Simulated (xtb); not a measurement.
C4H7 (SMILES C=C([CH2-])C), charge -1, singlet, geometry from GFN2-xTB, atoms displaced at random by about 0.05 Å a coordinate. Base run: GFN2-xTB (xtb).

xtb was given this input:
```
$ xtb mol.xyz --gfn 2 --chrg -1 --opt --json

# file mol.xyz
11

C     -0.20610250     0.16330264     1.43254042
C     -0.01616398     0.08778683     0.05944303
H     -0.28388951     1.13743740     1.97235369
H     -0.19229785    -0.76580759     1.98877210
C      0.05878586     1.15572388    -0.77366718
H      0.21753999     1.09569936    -1.88918432
H     -0.06664316     2.23256218    -0.39990988
C      0.10409975    -1.22897454    -0.62667454
H      0.36753930    -2.02818651     0.11435682
H     -0.85443233    -1.45520838    -1.00533281
H      0.83982387    -1.31206415    -1.33418182
```

The base run was repeated with changes; each row names its change, and settings that it needs were set with it.

```tsv
change	ΔE vs base (mEh)	optimiser steps
base	0.000	6
opt level = sloppy	0.015	4
alpb = dmf	?	6
opt level = vtight	-0.003	10
opt level = extreme	-0.006	22
opt level = lax	0.003	5
opt level = tight	-0.003	9
opt level = loose	0.003	5
alpb = hexane	?	6
engine = lbfgs	0.000	-
```

Problem. Complete the blanks.

Solution. 
- alpb = dmf, ΔE vs base (mEh): -82.325
- alpb = hexane, ΔE vs base (mEh): -56.056
